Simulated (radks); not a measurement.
Values are calculated unless marked as measured or tabulated.
Spin polarisation of the 3p5 shell in K2+. Start: [Ne] 3s2 3p(up 2.5, down 2.5); electrons of 3p are moved from spin down to spin up, other shells keep equal spins. Level of theory: non-relativistic Kohn-Sham, r2SCAN, spin-polarised, spherical densities, point nucleus; meta-GGA in the generalised Kohn-Sham scheme (a radial shooting solver on a logarithmic mesh with Libxc functionals).

moment (Bohr magnetons)  E - E(0) (eV)  e(3p up) (eV)  e(3p down) (eV)  3s down minus up (eV)  2p down minus up (eV)  2s down minus up (eV)
0                                0.000        -39.739          -39.739                 0.000                 0.000                 0.000
0.25                            -0.025        -39.936          -39.535                  0.424                  0.095                  0.040
0.5                             -0.100        -40.127          -39.323                  0.850                  0.190                  0.080
0.75                            -0.226        -40.311          -39.104                  1.276                  0.285                  0.121
1                               -0.402        -40.489          -38.877                  1.703                  0.380                  0.162

At moment 1 the spin-polarisation energy is -0.402 eV and the 3p exchange splitting 1.612 eV, that is 1.612 eV per Bohr magneton; E = -I m^2/4 would give I = 1.610 eV.
